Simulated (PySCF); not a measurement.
Gas-phase reaction: CH3GeH3 + C3H6 (propylene) = Ge(CH3)4

Energies from PySCF (xtb for GFN2), thermal terms from the rigid-rotor harmonic-oscillator model, ideal gas at 1 bar. † marks an energy on the PBE0/def2-TZVP geometry and frequencies; other levels use their own. MP2 and CCSD(T) freeze the core. All species are closed-shell singlets. Ge: all electrons, no relativistic terms. MP2 isn't extrapolated to the basis-set limit; its ΔH°(298 K) is -160.7 kJ in def2-SVP and -195.2 kJ in def2-TZVPP. CCSD(T) isn't extrapolated to the basis-set limit. The harmonic model lacks anharmonicity and excited electronic states, which grow with temperature; levels with a mode under 35 cm⁻¹ are left out. Internal rotation in CH3GeH3, C3H6 (propylene), Ge(CH3)4 is treated as a harmonic vibration of one conformer, which makes the entropy rough.

ΔH° and ΔS° at 298 K: CCSD(T)/def2-SVP† -140 kJ, -156 J/K; GFN2-xTB -66 kJ, -147 J/K; M06-2X/def2-TZVP† -183 kJ, -156 J/K; MP2/def2-TZVPP† -195 kJ, -156 J/K.

Problem. With the heat capacities included, give log10 K (1 bar) at 500, 800, 1000, 1200, 2500 K from CCSD(T)/def2-SVP†, GFN2-xTB, M06-2X/def2-TZVP†, MP2/def2-TZVPP†.

Solution. 
```tsv
T (K)	CCSD(T)/def2-SVP†	GFN2-xTB	M06-2X/def2-TZVP†	MP2/def2-TZVPP†
500	6.6	-0.7	11.1	12.4
800	1.3	-3.1	4.1	4.9
1000	-0.4	-3.9	1.9	2.5
1200	-1.5	-4.3	0.4	0.9
2500	-4.3	-5.4	-3.3	-3.1
```
